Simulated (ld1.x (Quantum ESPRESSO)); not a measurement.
# Before and after: TM potential for potassium (K)

ld1.x (Quantum ESPRESSO) 7.5 input, shortened:

```
&input
   title='K', zed=19., rel=1, dft='PZ', iswitch=3,
   config='[Ar] 3d-2 4s0.75 4p0.25'
 /
 &inputp
   pseudotype=2, tm=.true., lloc=2,
   nlcc=.false.
 /
3
4S  1  0   0.75   0.00  2.90  2.90  0.0
4P  2  1   0.25   0.00  4.20  4.20  0.0
3D  3  2  -2.00   0.05  3.65  3.65  0.0
 &test
   configts(1)='4s0.75 4p0.25'
 /
```

Change: wave 4p (bound): rc 4.20 bohr becomes 4p (bound): rc 2.78 bohr.

Cutoffs: the cutoffs (Ry, on a coarse ladder) from which the occupation-weighted sum of valence levels, in a spherical-Bessel basis at the reference potential, stays within 10 and 1 mRy of its value at 400 Ry; they do not see the model core or the augmentation charge, which bear on the density cutoff. Errors are all-electron minus pseudo energies relative to the spin-unpolarised reference configuration.

**Question.** How do hardness, ghosts and transferability respond?

**Answer.** The potential gets harder (8 Ry and 8 Ry → 8 Ry and 15 Ry); both files keep a bound ghost (s); of the 5 tests that both files solve, the error grows in 2 and shrinks in 0 by more than 15 % and 0.3 meV (median size 35.2 → 35.0 meV). A smaller radius makes the pseudo-wave follow the all-electron one further in, where it bends more sharply, so more plane waves are needed.

```csv
quantity,base,changed
"cutoff, loose",8 Ry,8 Ry
"cutoff, tight",8 Ry,15 Ry
bound ghosts,s,s
"error for 4s1 4p0, meV [ΔE -0.40 eV]",+2.5,+3.0
"error for 4s0.5 4p0, meV [ΔE 1.31 eV]",+6.1,+6.3
"error for 4s0 4p1, meV [ΔE 1.23 eV]",+36,+58
"error for 4s0.75 4p0.25 (spin-polarised), meV [ΔE -0.12 eV]",+35,+35
"error for 4s1 4p0 (spin-polarised), meV [ΔE -0.54 eV]",+47,+48
```

 A true bound ghost makes a file unfit for plane-wave use even where its test errors are small: the radial tests pick states by their node count and pass the ghost by.
